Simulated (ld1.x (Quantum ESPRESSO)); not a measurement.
# nickel: ultrasoft pseudisation with PBE, scalar-relativistic reference atom.

- Element: Ni (Z = 28)
- Generator: ld1.x (Quantum ESPRESSO) 7.5
- Type: ultrasoft
- Functional: PBE
- Relativity: scalar-relativistic
- Frozen core: [Ar]
- Valence charge: 10
- Reference configuration: 3d8 4s1.5 4p0.5
- Partial waves: 4s (bound): rcut 1.95, rcutus 2.25 bohr; 4s channel at 0.2 Ry: rcut 1.95, rcutus 2.25 bohr; 4p (bound): rcut 2.30, rcutus 3.00 bohr; 4p channel at 0.35 Ry: rcut 2.30, rcutus 3.00 bohr; 3d (bound): rcut 0.70, rcutus 0.95 bohr; 3d channel at 3.1 Ry: rcut 0.70, rcutus 0.95 bohr
- Local potential: all-electron potential smoothed inside 1.50 bohr (lloc = -2)
- Core correction: Bessel-smoothed model core, default radius (core density twice the valence density)
- Augmentation charge: built from norm-conserving waves at rcut, not smoothed further

All-electron outer shells of the reference configuration (PBE, scalar-relativistic, ld1.x):

| shell | level (eV) | outermost node (bohr) | outermost maximum (bohr) |
| --- | --- | --- | --- |
| 3s | -112.11 | 0.30 | 0.64 |
| 3p | -72.44 | 0.27 | 0.65 |
| 3d | -9.90 | – | 0.63 |
| 4s | -6.31 | 0.92 | 2.21 |
| 4p | -1.71 | 1.00 | 3.10 |

Calculated quality:

```
Cutoffs needed                            : 160 Ry and 230 Ry (the cutoffs (Ry, on a coarse ladder) from which the occupation-weighted sum of valence levels, in a spherical-Bessel basis at the reference potential, stays within 10 and 1 mRy of its value at 400 Ry)
Ghost test                                : no extra level below or beside the all-electron valence levels (s, p, d, f tested) (spherical-Bessel basis up to 400 Ry, 20 bohr box)
Largest excitation error                  : -241 meV (all-electron minus pseudo) for 3d7 4s2 4p1, out of 7 test configurations
Lowest eigenvalue of the overlap operator : 0.34 (s channel)
```

Generation and tests took about 1.6 s on one core of a shared server CPU.
